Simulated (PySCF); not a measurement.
A structure optimised at r2SCAN-D4/def2-SVP, used in a PySCF frequency run:

```xyz
14

C      2.3714    -0.0535     0.0999
C      0.9245    -0.4871    -0.0981
C     -0.0327     0.6877    -0.2827
C     -1.4769     0.2627    -0.4235
F     -1.8829    -0.4206     0.7134
H      2.7401     0.5224    -0.7654
H      2.4761     0.5879     0.9906
H      3.0391    -0.9188     0.2331
H      0.5830    -1.0801     0.7676
H      0.8485    -1.1568    -0.9751
H      0.0501     1.3771     0.5777
H      0.2442     1.2737    -1.1789
H     -2.1425     1.1344    -0.5552
H     -1.6094    -0.4130    -1.2893
```
Charge 0, spin multiplicity 1.

Problem. Write its SMILES and formula.

Solution. CCCCF, C₄H₉F

Problem. What are its rotational constants (standard atomic weights)?

Solution. 12.404, 2.3646, 2.1733 GHz
